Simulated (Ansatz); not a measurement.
Consider the formal exchange of groups at a C–Si bond: `[SiH3]C[SiH]1CC1` + CH₄ → `CC[SiH3]` + `C1C[SiH2]1`.

Calculated with Ansatz (gas phase, PBE0-D4/def2-TZVP geometries, no zero-point term in ΔE). CCSD(T)/CBS is the MP2 limit (def2-TZVPP, def2-QZVPP) plus CCSD(T) − MP2 in def2-TZVPP, frozen cores. This one scheme is used for every species. Each species was taken in one conformer, which may not be the lowest.

| species | SCS-MP2/def2-QZVPP energy (Eh) |
| --- | --- |
| `[SiH3]C[SiH]1CC1` | -698.18767 |
| CH₄ | -40.43589 |
| `CC[SiH3]` | -369.92262 |
| `C1C[SiH2]1` | -368.67658 |

Q: Work out ΔE.

A: ΔE = (-369.92262) + (-368.67658) − (-698.18767) − (-40.43589) = 0.02436 Eh = +64.0 kJ/mol. CCSD(T)/CBS gives +65.0 kJ/mol.

Largest T1 diagnostic among the species: 0.011.

In def2-TZVPP, CCSD(T) changes the Hartree–Fock value by +8.9 kJ/mol (the triples alone add +1.9 kJ/mol) and MP2 by +13.5 kJ/mol. The D4 term adds +6.7 kJ/mol with B3LYP and +4.2 kJ/mol with PBE0; it sums over pairs of atoms, weighted by their polarisabilities, and B3LYP, whose exchange is more repulsive, gets the larger term.

B3LYP here is the variant with VWN-RPA as its local correlation; programs differ in this.
